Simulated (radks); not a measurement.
The numbers below are computed, except where a source is named.
Fractional charge and spin in the 6s shell of gadolinium: the spin-up occupation runs from 0 to 1 and the spin-down occupation from 0 to 1; the fullest corner is Gd, [Xe] 4f(up 3.5, down 3.5) 5d(up 0.5, down 0.5) 6s(up 1, down 1). Level of theory: scalar-relativistic Kohn-Sham, BLYP, spin-polarised, spherical densities, point nucleus (a radial shooting solver on a logarithmic mesh with Libxc functionals). Energy (eV) minus the two flat planes that join the four corners (they meet along the diagonal where the two added fractions sum to one electron); zero is where a piecewise linear energy would lie.

down \ up       0    0.25     0.5    0.75       1
0           0.000  -0.536  -0.710  -0.530   0.000
0.25       -0.536  -0.678  -0.465   0.095  -0.477
0.5        -0.710  -0.465   0.127  -0.416  -0.629
0.75       -0.530   0.095  -0.416  -0.600  -0.467
1           0.000  -0.477  -0.629  -0.467   0.000

Corners above the fullest one (they belong to Gd+ and the next ion): (up 1, down 0) 6.445 eV, (up 0, down 1) 6.445 eV, (up 0, down 0) 18.774 eV. With half an added electron in each spin the energy lies 0.127 eV from the planes, and with half an added electron in spin up alone -0.710 eV. The planes are only a guide here: the flat-plane condition holds for ground states with one frontier orbital, while this shell lies below other occupied shells, so the corners above the fullest one are inner-hole states and not the ground states of those ions.
